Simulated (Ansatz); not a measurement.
C2H7AlN2Si (`[CH3][Al]1[SiH2]N[C]1=N`), relaxed with RKS PBE0-D4/def2-TZVP in the Gaussian-basis code of Ansatz from a PBE-D4/def2-SVP geometry. The force threshold is 0.005 eV/Å; the program also tests the step.

Charge 0, multiplicity 1.

Start:

```xyz
13

C     0.137    1.409    2.197
Al    0.024    0.196    0.661
Si   -0.235   -2.081   -0.192
N    -0.082   -1.015   -1.629
C     0.064    0.362   -1.362
N     0.169    1.217   -2.322
H     0.669    2.351    1.949
H    -0.886    1.688    2.533
H     0.644    0.938    3.065
H     0.864   -3.119   -0.149
H    -1.542   -2.840   -0.188
H    -0.094   -1.273   -2.628
H     0.267    2.168   -1.937
```

By how much does the energy fall, and how many steps does the optimiser take? (An estimate is asked.)

The calculation gave: 0.06 eV, in 7 steps, 1 of them rejected.

Which bonds change most? (Estimate.)

The calculation gave: Si3–N4 from 1.796 to 1.763 Å; Si3–H10 from 1.512 to 1.492 Å; Si3–H11 from 1.512 to 1.492 Å; Al2–C5 from 2.030 to 2.010 Å.

Give the relaxed structure. (Best estimate.)

The calculation gave: 
```xyz
13

C     0.132    1.406    2.176
Al    0.027    0.181    0.671
Si   -0.228   -2.066   -0.205
N    -0.089   -1.010   -1.610
C     0.066    0.351   -1.332
N     0.173    1.197   -2.277
H     0.650    2.333    1.914
H    -0.876    1.678    2.510
H     0.642    0.957    3.032
H     0.851   -3.095   -0.175
H    -1.517   -2.817   -0.200
H    -0.109   -1.252   -2.595
H     0.278    2.137   -1.909
```
